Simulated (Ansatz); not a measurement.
Born–Oppenheimer molecular dynamics of H6OSn (8 atoms, charge 0, multiplicity 1). It starts at the highest image of a converged band, a first-order saddle point between two minima.

All numbers below come from RKS B3LYP-D4/def2-SVP in Ansatz.

```yaml
ensemble: NVE (velocity Verlet)
time_step: 0.5 fs
steps_asked: 200
starting_velocities_drawn_for: 100 K
seed: 5015
```

Frames 1 fs apart, positions in Å, forces in eV/Å.

Velocities at 70 fs (Å/ps):

```
Sn 3.71 0.38 -1.79
H -22.26 -21.61 -38.18
H 6.29 38.55 -35.32
H 3.10 7.17 -11.38
H 12.99 -2.42 0.44
O -23.92 -5.44 19.53
H -20.67 32.81 4.71
H -36.63 -13.39 -19.04
```

```xyz
8
Properties=species:S:1:pos:R:3:forces:R:3 time_fs=70 energy_less_start_eV=-1.312 T=1791
Sn -0.028 0.081 -0.365 -0.01 -0.18 1.31
H -0.001 0.660 1.298 -0.05 -0.31 -0.44
H 1.580 -0.408 -0.685 0.05 -0.01 -0.24
H -0.505 1.469 -1.204 -0.16 0.09 -0.47
H -1.068 -1.319 -0.493 0.14 0.43 -0.10
O -3.127 -0.618 1.738 -0.06 0.03 0.01
H -3.090 -0.857 0.800 -0.14 -0.05 0.09
H -4.071 -0.648 1.965 0.23 0.01 -0.17
8
Properties=species:S:1:pos:R:3:forces:R:3 time_fs=71 energy_less_start_eV=-1.333 T=1817
Sn -0.024 0.082 -0.367 -0.05 -0.13 0.71
H -0.023 0.637 1.259 -0.01 -0.14 0.06
H 1.587 -0.369 -0.721 0.05 -0.04 -0.20
H -0.503 1.476 -1.217 -0.15 -0.04 -0.38
H -1.054 -1.319 -0.493 0.11 0.37 -0.13
O -3.151 -0.623 1.757 -0.31 -0.06 -0.32
H -3.111 -0.824 0.806 0.00 0.00 0.29
H -4.106 -0.662 1.945 0.35 0.05 -0.03
8
Properties=species:S:1:pos:R:3:forces:R:3 time_fs=72 energy_less_start_eV=-1.320 T=1802
Sn -0.020 0.082 -0.369 -0.03 -0.08 -0.01
H -0.046 0.612 1.220 0.03 0.07 0.65
H 1.594 -0.331 -0.759 0.03 -0.07 -0.14
H -0.502 1.483 -1.234 -0.13 -0.19 -0.27
H -1.039 -1.316 -0.495 0.06 0.28 -0.17
O -3.175 -0.629 1.776 -0.48 -0.11 -0.62
H -3.132 -0.791 0.814 0.14 0.02 0.43
H -4.138 -0.675 1.925 0.38 0.08 0.13
8
Properties=species:S:1:pos:R:3:forces:R:3 time_fs=73 energy_less_start_eV=-1.279 T=1748
Sn -0.016 0.082 -0.370 0.05 -0.01 -0.74
H -0.068 0.589 1.187 0.04 0.28 1.23
H 1.601 -0.294 -0.799 -0.02 -0.08 -0.07
H -0.502 1.489 -1.254 -0.10 -0.32 -0.16
H -1.024 -1.310 -0.498 -0.01 0.15 -0.20
O -3.200 -0.634 1.795 -0.55 -0.12 -0.81
H -3.152 -0.759 0.826 0.28 0.02 0.45
H -4.167 -0.687 1.906 0.31 0.09 0.31
8
Properties=species:S:1:pos:R:3:forces:R:3 time_fs=74 energy_less_start_eV=-1.228 T=1684
Sn -0.013 0.083 -0.372 0.17 0.10 -1.32
H -0.090 0.568 1.165 0.05 0.43 1.66
H 1.608 -0.257 -0.840 -0.09 -0.10 0.01
H -0.503 1.491 -1.275 -0.09 -0.42 -0.04
H -1.009 -1.303 -0.503 -0.09 0.01 -0.24
O -3.224 -0.640 1.814 -0.53 -0.09 -0.85
H -3.169 -0.726 0.842 0.41 0.00 0.33
H -4.192 -0.698 1.890 0.16 0.08 0.46
8
Properties=species:S:1:pos:R:3:forces:R:3 time_fs=75 energy_less_start_eV=-1.195 T=1642
Sn -0.009 0.083 -0.374 0.30 0.28 -1.62
H -0.112 0.551 1.160 0.06 0.48 1.79
H 1.615 -0.222 -0.880 -0.16 -0.11 0.10
H -0.505 1.489 -1.297 -0.08 -0.49 0.06
H -0.994 -1.296 -0.510 -0.17 -0.14 -0.27
O -3.249 -0.646 1.832 -0.47 -0.05 -0.76
H -3.183 -0.693 0.862 0.51 -0.01 0.15
H -4.216 -0.709 1.879 0.00 0.05 0.56
8
Properties=species:S:1:pos:R:3:forces:R:3 time_fs=76 energy_less_start_eV=-1.194 T=1640
Sn -0.005 0.084 -0.376 0.40 0.50 -1.56
H -0.132 0.539 1.171 0.09 0.43 1.57
H 1.619 -0.187 -0.919 -0.22 -0.13 0.19
H -0.508 1.482 -1.318 -0.08 -0.52 0.14
H -0.982 -1.290 -0.519 -0.23 -0.27 -0.28
O -3.275 -0.651 1.849 -0.40 -0.02 -0.64
H -3.191 -0.660 0.883 0.55 -0.01 -0.01
H -4.240 -0.719 1.873 -0.11 0.02 0.59
8
Properties=species:S:1:pos:R:3:forces:R:3 time_fs=77 energy_less_start_eV=-1.216 T=1668
Sn -0.002 0.084 -0.378 0.43 0.72 -1.22
H -0.152 0.531 1.197 0.15 0.30 1.07
H 1.622 -0.154 -0.957 -0.27 -0.15 0.28
H -0.512 1.471 -1.338 -0.09 -0.51 0.21
H -0.971 -1.286 -0.532 -0.26 -0.35 -0.28
O -3.300 -0.657 1.867 -0.35 0.00 -0.56
H -3.194 -0.627 0.904 0.51 -0.01 -0.04
H -4.266 -0.729 1.872 -0.13 -0.01 0.55
8
Properties=species:S:1:pos:R:3:forces:R:3 time_fs=78 energy_less_start_eV=-1.238 T=1696
Sn 0.002 0.085 -0.380 0.40 0.87 -0.75
H -0.171 0.525 1.234 0.22 0.15 0.46
H 1.622 -0.122 -0.992 -0.28 -0.18 0.36
H -0.516 1.455 -1.356 -0.12 -0.45 0.24
H -0.963 -1.286 -0.547 -0.25 -0.38 -0.27
O -3.326 -0.663 1.883 -0.30 0.02 -0.56
H -3.192 -0.595 0.924 0.39 -0.02 0.07
H -4.292 -0.739 1.877 -0.06 -0.02 0.45
8
Properties=species:S:1:pos:R:3:forces:R:3 time_fs=79 energy_less_start_eV=-1.240 T=1698
Sn 0.006 0.085 -0.383 0.30 0.91 -0.27
H -0.187 0.521 1.274 0.29 0.01 -0.13
H 1.619 -0.092 -1.023 -0.26 -0.21 0.42
H -0.522 1.434 -1.371 -0.16 -0.35 0.25
H -0.957 -1.289 -0.565 -0.20 -0.35 -0.24
O -3.352 -0.668 1.900 -0.23 0.05 -0.61
H -3.187 -0.562 0.946 0.21 -0.05 0.27
H -4.319 -0.749 1.886 0.06 -0.01 0.30
8
Properties=species:S:1:pos:R:3:forces:R:3 time_fs=80 energy_less_start_eV=-1.217 T=1669
Sn 0.010 0.086 -0.385 0.16 0.84 0.14
H -0.201 0.517 1.314 0.35 -0.10 -0.62
H 1.614 -0.063 -1.051 -0.21 -0.23 0.47
H -0.529 1.410 -1.384 -0.21 -0.23 0.24
H -0.953 -1.296 -0.585 -0.12 -0.27 -0.19
O -3.378 -0.674 1.916 -0.11 0.08 -0.63
H -3.180 -0.530 0.970 -0.01 -0.10 0.46
H -4.345 -0.759 1.898 0.15 0.00 0.13
8
Properties=species:S:1:pos:R:3:forces:R:3 time_fs=81 energy_less_start_eV=-1.177 T=1617
Sn 0.014 0.086 -0.387 -0.01 0.68 0.46
H -0.211 0.513 1.348 0.39 -0.18 -0.97
H 1.607 -0.037 -1.074 -0.13 -0.26 0.49
H -0.538 1.384 -1.395 -0.26 -0.08 0.20
H -0.950 -1.306 -0.607 -0.01 -0.15 -0.13
O -3.405 -0.680 1.931 0.08 0.10 -0.53
H -3.173 -0.499 0.998 -0.22 -0.14 0.53
H -4.370 -0.769 1.911 0.17 0.03 -0.04
```

Of the whole run (100 fs, mean temperature of the second half 1664 K): The conserved energy stayed within 0.081 meV per atom of its start (net change 0.005 meV per atom), so the integration is sound. The kinetic energy rose, since the run started high on the potential surface and went downhill. It ends in pieces (H2O + H4Sn), so much of that is their flight and rotation, not heat. A run of 0.1 ps of so small a system gives no equilibrium averages. The orbitals stay closed-shell, which can raise the energy where a bond breaks towards radicals; this wasn't checked here.

The run took 7.8 min on 1 thread of Arm Neoverse V1, on a shared host, peak memory 0.13 GiB.
